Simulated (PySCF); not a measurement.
# V³⁺ (vanadium, charge +3) across methods

[Ar] 3d2, high-spin 3F determinant. All numbers are calculated (PySCF 2.14, scalar relativity by spin-free X2C-1e, in aug-cc-pVTZ-DK (8s7p5d3f2g, 93 functions)). The B2PLYP total includes its PT2 part (frozen core); its orbital energies are those of the SCF part.

| method | E (hartree) | mean ε 3p α (eV) | mean ε 3p β (eV) | mean ε 3d α (eV) | Σ⟨r²⟩ (bohr²) | ⟨S²⟩ |
| --- | --- | --- | --- | --- | --- | --- |
| LDA | -945.043 | -78.071 | -76.006 | -38.270 | 13.17 | 2.000 |
| r2SCANh | -947.264 | -80.502 | -77.784 | -39.800 | 13.07 | 2.001 |
| PBE0 | -947.101 | -81.598 | -78.794 | -40.770 | 13.10 | 2.001 |
| r2SCAN | -947.266 | -79.238 | -76.755 | -38.877 | 13.08 | 2.001 |
| M06-L | -947.264 | -79.166 | -76.782 | -38.430 | 13.02 | 2.001 |
| M06 | -947.259 | -81.473 | -78.983 | -40.127 | 13.12 | 2.000 |
| PBE | -947.053 | -78.045 | -75.946 | -38.345 | 13.16 | 2.000 |
| B2PLYP | -947.071 | -85.115 | -81.440 | -43.272 | 13.10 | 2.001 |
| UHF | -946.39645 | -91.105 | -85.844 | -47.288 | 13.05 | 2.003 |
